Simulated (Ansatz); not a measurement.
Consider the silylene formation by 1,1-elimination: `[SiH3]/C=C\[SiH2]Cl` → `C=C[SiH2]Cl` + `[SiH2]`.

Isolated molecules relaxed with PBE0-D4/def2-TZVP in Ansatz; ΔE leaves out vibrations. CCSD(T)/CBS is the MP2 limit (def2-TZVPP, def2-QZVPP) plus CCSD(T) − MP2 in def2-TZVPP, frozen cores. This one scheme is used for every species. DFT in def2-TZVPP. B3LYP here is the variant with VWN-RPA as its local correlation; programs differ in this. One conformer a species, not always the lowest.

```tsv
level	ΔE (kJ/mol)
B3LYP	203.3
CCSD/CBS(def2)	218.2
```

What does CCSD(T)/CBS give? (An estimate is asked.)

Computed: +224.3 kJ/mol. The listed levels differ from it by -21.0, -6.1 kJ/mol.

Largest T1 diagnostic among the species: 0.014.

From PBE to PBE0 (25 % exact exchange), in def2-TZVPP and without D4, ΔE moves by +7.4 kJ/mol. In def2-TZVPP, CCSD(T) changes the Hartree–Fock value by +21.3 kJ/mol (the triples alone add +6.2 kJ/mol) and MP2 by +41.4 kJ/mol.
